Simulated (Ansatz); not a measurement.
Isomers of Ga$_{2}$P$_{2}$⁻ (doublet), relaxed with r2SCAN-D4/def2-SVPD; total energies from Ansatz at PBE0-D4/def2-TZVPD.

```
isomer                              description  energy (Eh)
     A  point group Cs; 3 × Ga–P 2.17 to 2.33 Å  -4531.75316
     B         point group D2h; 4 × Ga–P 2.32 Å  -4531.76770
```

The isomers come from a short search, and lower ones may exist.

Work out the relative energies (1 Eh = 2625.5 kJ/mol) and the Boltzmann populations at 500 K from electronic energies alone (R = 8.314 J/mol/K).

ΔE: A 38.2, B 0.0 kJ/mol. RT = 4.16 kJ/mol. Factors exp(−ΔE/RT): A 0.000103, B 1; sum 1.000. Populations: A 0.0 %, B 100.0 %. Zero-point energy, vibrational entropy and symmetry numbers are left out and can shift these; an error of 4 kJ/mol changes a ratio by a factor of 2.6. Over the other density-functional and correlated levels in def2 sets, the gap between B and A ranges from 29 to 49 kJ/mol.
